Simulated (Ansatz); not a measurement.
`C=N[SiH2]N` + `OCO` → `N[SiH2]OCO` + `C=N`  (ligand exchange at the Si–N bond)

Computed with Ansatz on PBE0-D4/def2-TZVP structures; ΔE is electronic, products minus reactants. CBS: MP2 limit from def2 TZ/QZ plus the TZ coupled-cluster correction, frozen cores. This one scheme is used for every species. Each species was taken in one conformer, which may not be the lowest.

`C=N[SiH2]N`:

Z-matrix (Å, degrees):
```
Si
N 1 1.750
N 1 1.708 2 114.0
H 1 1.493 2 109.5 3 120.4
H 1 1.482 2 105.7 3 -118.9
C 2 1.257 1 123.1 3 -123.4
H 3 1.007 1 120.1 2 76.0
H 3 1.007 1 120.3 2 -69.0
H 6 1.097 2 120.7 1 -179.8
H 6 1.104 2 124.1 1 0.2
```

`OCO`:

```xyz
7

O    -0.108    0.192    1.199
C    -0.085    0.355   -0.188
O     0.259   -0.816   -0.867
H    -0.778   -0.466    1.409
H     0.632    1.161   -0.372
H    -1.066    0.639   -0.584
H     1.147   -1.066   -0.596
```

`N[SiH2]OCO`:

Cartesian coordinates in Å:
```
N -1.658 1.725 -0.430
Si -0.935 0.313 0.184
O 0.680 0.223 -0.189
C 1.359 -0.992 -0.287
O 1.449 -1.659 0.936
H -1.726 1.897 -1.420
H -1.630 2.584 0.093
H -1.123 0.361 1.654
H -1.569 -0.887 -0.424
H 2.350 -0.766 -0.697
H 0.834 -1.684 -0.956
H 1.969 -1.116 1.536
```

`C=N`:

Z-matrix (Å, degrees):
```
C
N 1 1.261
H 1 1.096 2 124.9
H 1 1.092 2 118.8 3 -180.0
H 2 1.021 1 111.0 3 -0.0
```

| species | HF/def2-QZVPP energy (Eh) |
| --- | --- |
| `C=N[SiH2]N` | -439.31149 |
| `OCO` | -190.00757 |
| `N[SiH2]OCO` | -535.26551 |
| `C=N` | -94.07628 |

(1) Work out ΔE.

Largest T1 diagnostic among the species: 0.012.

## Answers

(1) ΔE = (-535.26551) + (-94.07628) − (-439.31149) − (-190.00757) = -0.02273 Eh = -59.7 kJ/mol. CCSD(T)/CBS gives -56.3 kJ/mol.
